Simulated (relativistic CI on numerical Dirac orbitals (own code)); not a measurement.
# What each ingredient does to the levels of Ta X

Base calculation: Dirac-Coulomb-Breit CI, orbitals from a KLI potential per configuration, a model potential for QED, unscaled Slater integrals.

CI space (outside the closed core [Kr] 4d10): 4f¹³5s²5p³, 4f¹²5s²5p⁴, 4f¹⁴5s²5p², 4f¹³5s5p⁴, 4f¹³5s²5p²5d, 4f¹²5s5p⁵, 4f¹⁴5s5p³, 4f¹⁴5s²5p5d, 4f¹²5s²5p³5d, 4f¹³5s5p³5d, 4f¹⁴5p⁴, 4f¹⁴5s²5p6s, 4f¹³5s²5p²5f, 4f¹¹5s²5p⁴6s, 4f¹³5s²5p²6s, 4f¹³5s²5p²5g, 4f¹²5s²5p³6s, 4f¹³5s²5p²6p, 4f¹⁴5s5p²6p, 4f¹⁴5p³5d, 4f¹⁴5s²5p5g, 4f¹³5p⁴5d, 4f¹⁴5p³6s, 4f¹³5p⁵, 4f¹²5p⁶, 4f¹²5p⁵5d, 4f¹⁴5s5p²5d, 4f¹⁴5s5p5d², 4f¹⁴5s²5p6p, 4f¹⁴5s²5d6p, 4f¹⁴5s²5p5f, 4f¹⁴5s²5d5f, 4f¹⁴5s5p²6s, 4f¹⁴5s5p5d6s, 4f¹³5s²5p6s², 4f¹⁴5s²6s², 4f¹³5s²5d6s², 4f¹⁴5s5p6s², 4f¹²5s²5p5d6s². Double excitations out of closed p, d and f shells are left out; levels of such configurations are missing from the list, as are those of other unlisted configurations, and high levels can miss mixing partners. Some configurations lack a partner that the ground configuration has and come out too high, among them 4f¹²5s²5p³6s.

Variants: (1) Breit term removed. Shifts of the energy above 4f¹³5s²5p³ ³G5, in cm⁻¹, for the lowest level and the first level of each name with at least 55 % of one term (blank where a level changes its place among those of its configuration and J or its character, or is not in the variant):

| Level | Base | Δ(1) |
| --- | --- | --- |
| 4f¹³5s²5p³ ³G5 | 0.0 | 0.0 |
| 4f¹⁴5s²5p² ³P0 | 8351.5 | +2000.7 |
| 4f¹²5s²5p⁴ ⁵I8 | 29344.8 | -2240.8 |
| 4f¹²5s²5p⁴ ⁵D0 | 59896.5 | -2116.2 |

At this charge transitions that keep the count of f electrons are usually good to a few per cent. Terms inside the open d or f shell come out 10 to 20 % too wide with unscaled integrals. Levels and lines within the n = 5 or 6 shells can be off by up to 10 % or somewhat more, and those that change n by about 2 %, since core polarisation is missing. Levels that differ in their count of f electrons can be misplaced by several ten thousand cm⁻¹, since the correlation energy of f electrons is missing or only estimated; rates across such gaps can be off by orders of magnitude.

Ionisation energy from one configuration of each of the two ions, the ground ones as tabulated or assumed: base 175.058 eV; Breit term removed 175.196 eV. The NIST ASD value (theoretical) is 180 ± 9 eV.

LS names give the leading component of a level, which can be under half, so a name can repeat, a term be missing and a line seem to break the LS rules.
